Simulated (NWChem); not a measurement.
Species: C4H2N2; SMILES C#C/C=N/C#N

Results from NWChem. Pople sets run with spherical d functions. Geometry: optimised at PBE0/def2-SVP. Level: PBE/6-31G* with COSMO at NWChem's default radii, gas-phase geometry; rows give the dielectric constant.

| dielectric constant | electrostatic solvation energy (kcal/mol) | dipole in solution (D) |
|---|---|---|
| 1.5 | -2.3 | 5.67 |
| 3.9 | -5.6 | 6.44 |
| 4.8 | -6.0 | 6.54 |
| 7.6 | -6.7 | 6.71 |
| 78.4 | -7.9 | 7.00 |
